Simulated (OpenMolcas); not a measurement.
Ag2+ (d9) among equal point charges was computed by CASSCF with the d shell active (OpenMolcas, ANO-RCC-VDZP on the metal). Its lowest spin-free states, and all those of the highest spin:

```
2S+1  Degeneracy  E (cm-1)
   2           2       0.0
   2           3      6584
```

Question: Is the site octahedral, tetrahedral or cube-like, axial, or of lower symmetry?

Answer: The states with 2S+1 = 2 have orbital degeneracies 2, 3. Threefold states need a cubic site. For d9 at this spin an octahedron puts the twofold E below the threefold T2 and a tetrahedron or cube puts the threefold T2 below the twofold E, so the site is octahedral. The first gap at this spin, 6580 cm-1, is |10Dq| in ligand-field theory. The run had Ag2+ among 6 point charges of -1.7 e arranged as an octahedron (Oh), 2.03 Å from the ion.

An orbital doublet at a regular site is open to a Jahn-Teller distortion, which this geometry leaves out. Point charges carry no covalency, so the field is a model and not that of real ligands. No measured value stands beside these numbers.
